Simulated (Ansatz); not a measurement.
`FC(F)(F)C[O][Sn]([Cl])([Cl])[Cl]` + `ClBCl` → `[Cl][Sn]([Cl])([Cl])[Cl]` + `FC(F)(F)COBCl`  (redistribution)

Program: Ansatz. Geometries: PBE0-D4/def2-TZVP. ΔE: electronic, gas phase. CCSD(T)/CBS adds triple-zeta CCSD(T) − MP2 to the extrapolated MP2 energy (def2 sets, frozen cores). This one scheme is used for every species. Functionals use def2-TZVPP. B3LYP here is the variant with VWN-RPA as its local correlation; programs differ in this. HSE06 is defined as in plane-wave codes. Elements past krypton have def2 core potentials. For Sn outer-core shells are correlated without core-valence functions, which leaves a few kJ/mol of doubt a bond. One conformer a species, not always the lowest.

`FC(F)(F)C[O][Sn]([Cl])([Cl])[Cl]`:

Z-matrix (Å, degrees):
```
C
F 1 1.340
F 1 1.333 2 107.9
F 1 1.333 2 107.9 3 -116.3
C 1 1.515 2 109.2 3 121.9
O 5 1.400 1 108.3 2 -179.9
H 5 1.096 1 107.0 2 58.3
H 5 1.096 1 107.0 2 -58.2
Sn 6 1.937 5 121.3 1 -178.1
Cl 9 2.276 6 106.7 5 179.0
Cl 9 2.293 6 108.7 5 58.3
Cl 9 2.292 6 108.9 5 -60.3
```

`ClBCl`:

```xyz
4

Cl    0.820   -1.453    0.117
B    -0.132   -0.008    0.004
Cl    0.628    1.541   -0.166
H    -1.316   -0.080    0.044
```

`[Cl][Sn]([Cl])([Cl])[Cl]`:

Cartesian coordinates in Å:
```
Cl 1.669 1.380 0.737
Sn 0.000 0.000 0.000
Cl -1.763 0.090 1.455
Cl -0.688 0.677 -2.074
Cl 0.782 -2.146 -0.119
```

`FC(F)(F)COBCl`:

```xyz
11

F     2.574    0.115    0.168
C     1.392   -0.486   -0.008
F     1.454   -1.692    0.552
F     1.207   -0.655   -1.320
C     0.300    0.371    0.598
O    -0.946   -0.249    0.430
B    -1.841    0.217   -0.459
Cl   -3.344   -0.651   -0.641
H     0.341    1.354    0.120
H     0.505    0.475    1.665
H    -1.641    1.202   -1.103
```

| level | ΔE (kJ/mol) | difference from CCSD(T)/CBS |
| --- | --- | --- |
| PBE-D4 | -109.6 | 0.0 |
| revPBE-D4 | -106.3 | 3.3 |
| BLYP-D4 | -111.3 | -1.7 |
| r2SCAN-D4 | -112.7 | -3.1 |
| B97M-V | -114.9 | -5.3 |
| PBE0-D4 | -115.9 | -6.3 |
| B3LYP-D4 | -117.0 | -7.4 |
| r2SCANh-D4 | -114.9 | -5.3 |
| r2SCAN0-D4 | -118.0 | -8.4 |
| HSE06-D4 | -116.1 | -6.5 |
| ωB97X-V | -113.6 | -4.0 |
| ωB97M-V | -116.7 | -7.1 |
| B2PLYP | -114.4 | -4.8 |
| PBE-QIDH | -115.2 | -5.6 |
| PBE | -111.1 | -1.5 |
| revPBE | -108.9 | 0.7 |
| BLYP | -113.9 | -4.3 |
| r2SCAN | -113.6 | -4.0 |
| PBE0 | -117.3 | -7.7 |
| r2SCANh | -115.8 | -6.2 |
| r2SCAN0 | -118.9 | -9.3 |
| HSE06 | -117.4 | -7.8 |
| BHLYP | -124.9 | -15.3 |
| CAM-B3LYP | -120.5 | -10.9 |
| LC-ωPBE | -115.4 | -5.8 |
| RPA@PBE/def2-TZVPP | -104.5 | 5.1 |
| HF/def2-SVP | -136.5 | -26.9 |
| MP2/def2-SVP | -112.6 | -3.0 |
| CCSD/def2-SVP | -116.8 | -7.2 |
| CCSD(T)/def2-SVP | -114.4 | -4.8 |
| MP2/def2-TZVPP | -107.8 | 1.8 |
| SCS-MP2/def2-TZVPP | -109.0 | 0.6 |
| CCSD/def2-TZVPP | -112.1 | -2.5 |
| CCSD(T)/def2-TZVPP | -108.6 | 1.0 |
| HF/def2-QZVPP | -129.8 | -20.2 |
| MP2/def2-QZVPP | -108.5 | 1.1 |
| SCS-MP2/def2-QZVPP | -109.9 | -0.3 |
| HF/CBS(def2) | -129.8 | -20.2 |
| MP2/CBS(def2) | -108.9 | 0.7 |
| CCSD/CBS(def2) | -113.1 | -3.5 |
| CCSD(T)/CBS | -109.6 | 0 |

Largest T1 diagnostic among the species: 0.012.

At CCSD(T), def2-SVP lies −4.8 kJ/mol from the extrapolated value and def2-TZVPP +1.0 kJ/mol. From BLYP to BHLYP (50 % exact exchange), in def2-TZVPP and without D4, ΔE moves by −11.0 kJ/mol.

CCSD(T)/CBS has its own doubt, a few kJ/mol and more with outer-core shells, so smaller differences from it don't rank the levels.
